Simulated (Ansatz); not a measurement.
An input meant for Hg₂TeCl₂ (charge 0, singlet).

```yaml
crystal:
  periodic: [false, false, false]
  atoms:
    - {symbol: Hg, position_ang: [1.461129, -0.869627, 0.794555]}
    - {symbol: Hg, position_ang: [-1.663717, 0.350177, -0.796142]}
    - {symbol: Te, position_ang: [-0.783190, -1.997914, 0.005809]}
    - {symbol: Cl, position_ang: [-2.464032, 2.413657, -1.507048]}
    - {symbol: Cl, position_ang: [3.449801, 0.103706, 1.502826]}
basis:
  gaussian: {orbitals: def2-mTZVPP}
magnetization: {spin_polarized: true, initial_magnetization: 1}
hamiltonian: {xc: {name: B97M-V}}
output: {forces: true}
```

```sh
$ ansatz run in.yaml --threads 4 --pin off --events-out ev --progress --plain --max-ram 8704MiB
```

It prints (some lines left out):

```
Error: a molecule whose nuclei and cores have a total charge of 98 cannot have a net charge of 0 together with 1 unpaired electrons
```

In this input the number of unpaired electrons doesn't fit the electron count. The program refused the input.
